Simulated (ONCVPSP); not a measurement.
# u(r) = r·R(r): atom against pseudo-atom (titanium (Ti))

Columns: radius, all-electron u(r) and pseudo u(r) of the 3p shell (level -40.55 eV) of titanium in the configuration [Ne] 3s2 3p6 3d2 4s1.75; PBE, scalar-relativistic, ONCV scheme, ONCVPSP 4.0.1.

| r (bohr) | all-electron | pseudo |
| --- | --- | --- |
| 0.082 | -0.3257 | 0.0202 |
| 0.165 | -0.5267 | 0.0813 |
| 0.248 | -0.4192 | 0.1802 |
| 0.330 | -0.1485 | 0.3068 |
| 0.413 | 0.1685 | 0.4523 |
| 0.495 | 0.4551 | 0.6016 |
| 0.578 | 0.6882 | 0.7467 |
| 0.660 | 0.8551 | 0.8715 |
| 0.742 | 0.9622 | 0.9647 |
| 0.825 | 1.0186 | 1.0187 |
| 0.908 | 1.0337 | 1.0336 |
| 0.990 | 1.0178 | 1.0178 |
| 1.072 | 0.9805 | 0.9805 |
| 1.155 | 0.9282 | 0.9282 |
| 1.238 | 0.8671 | 0.8671 |
| 1.320 | 0.8023 | 0.8023 |
| 1.402 | 0.7362 | 0.7362 |
| 1.485 | 0.6703 | 0.6703 |
| 1.568 | 0.6068 | 0.6068 |
| 1.650 | 0.5474 | 0.5474 |
| 1.733 | 0.4913 | 0.4913 |
| 1.815 | 0.4401 | 0.4401 |
| 1.898 | 0.3926 | 0.3926 |
| 1.980 | 0.3498 | 0.3498 |
| 2.062 | 0.3111 | 0.3111 |
| 2.145 | 0.2758 | 0.2758 |

Q: How many radial nodes do the two functions have?

A: The all-electron 3p function has n − l − 1 = 1; the pseudo-wave has 0, since the states of the same l below it are removed with the core.

Q: At about which radius was the pseudo-wave matched?

A: 0.95 bohr. The columns agree to 0.0005 from 0.82 bohr on; several derivatives are matched, so the curves merge somewhat inside the radius.

Q: Is the pseudo-wave norm-conserving?

A: Yes: the ONCV scheme keeps the norm inside the radius equal to the all-electron one, which fixes the energy derivative of the logarithmic derivative at the level.
